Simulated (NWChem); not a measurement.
System: CH5NOSi, singlet; SMILES CO[Si]N

```xyz
9

Si     0.7063    -0.8207     0.0000
O      0.6274     0.8534     0.0000
C     -0.4656     1.7222     0.0000
H     -1.1031     1.5885     0.8940
H     -0.1036     2.7622     0.0000
H     -1.1031     1.5885    -0.8940
N     -0.9686    -1.2495     0.0000
H     -1.7797    -0.6372     0.0000
H     -1.2439    -2.2265     0.0000
```
Atoms are numbered in this order, from 1.

Results from NWChem. Pople sets run with spherical d functions. Low-valent species are run as closed-shell singlets; no triplet was tried in these runs. Structure relaxed at the PBE0/def2-SVP level.

**Question.** Taking PBE/6-311++G** as the yardstick, which of these has the fewest basis functions while keeping “dipole (D)” within 0.2 D of it: PBE/6-31+G*; PBE/6-31G*; PBE/STO-3G; PBE/6-311G**; PBE/3-21G?

**Answer.** PBE/6-31+G*.
```json
[
 {"level": "PBE/STO-3G", "basis functions": "29", "dipole (D)": "2.06"},
 {"level": "PBE/3-21G", "basis functions": "50", "dipole (D)": "3.78"},
 {"level": "PBE/6-31G*", "basis functions": "70", "dipole (D)": "3.22"},
 {"level": "PBE/6-31+G*", "basis functions": "86", "dipole (D)": "2.97"},
 {"level": "PBE/6-311G**", "basis functions": "110", "dipole (D)": "3.05"},
 {"level": "PBE/6-311++G**", "basis functions": "131", "dipole (D)": "2.89"}
]
```

The yardstick is one finite set, not the basis-set limit.
